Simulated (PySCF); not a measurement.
Input of a run (PBE0-D3(BJ)/def2-SVP geometry optimisation, gas phase, def2 core potentials past Kr (PySCF 2.14.0)), started from GFN2-xTB:
```
{"job": {"xc": "PBE0", "basis": "def2-SVP", "d3": "d3bj", "grid": 1, "maxiter": 30, "shake": 0.01, "kind": "geom"}, "charge": 0, "multiplicity": 2}
C     -0.234850    -0.019730     0.075580
I      1.786210    -0.038160    -0.025640
H     -0.765870     0.948230    -0.035970
H     -0.747500    -0.915710    -0.046980
```

Output (energies in Eh, forces in Eh/bohr):
```
step   0  E = -336.87042573  max force = 0.047475
step   1  E = -336.87243080  max force = 0.007079
step   2  E = -336.87238649  max force = 0.005694
step   3  E = -336.87295730  max force = 0.000904
step   4  E = -336.87296603  max force = 0.000141
optimisation converged
```

Summarise the run.

The energy falls by 6.7 kJ/mol over 5 energy and gradient evaluations, the largest force component goes from 0.0475 to 1.4e-04 Eh/bohr, and the atoms move by 0.057 Å rms after alignment. The bond that changes most is C1–H4 (ends: carbon bonded to I and 2 H; hydrogen on carbon), which lengthens by 0.050 Å. Bonds longer at the end by more than 0.005 Å: 2 of 3; shorter: 1. Among the angles that change most is H3–C1–H4, from 120.3° to 123.2°. The energy rose by more than 1e-6 Eh at step 2. The first step brought 79 % of the lowering.

What are the final bond lengths?

C1–I2 2.044 Å, C1–H3 1.090 Å, C1–H4 1.090 Å. Numbering counts from 1 in the input's order; the species is `[CH2]I` (the iodomethyl radical).

The run used 50 basis functions and 39 SCF cycles in all. Time: 7.5 s wall; peak memory 0.27 GiB. Hardware: one thread of an Arm Neoverse V1, no GPU, shared host.

No frequency check. ⟨S²⟩ = 0.756 (exact for a doublet: 0.75).
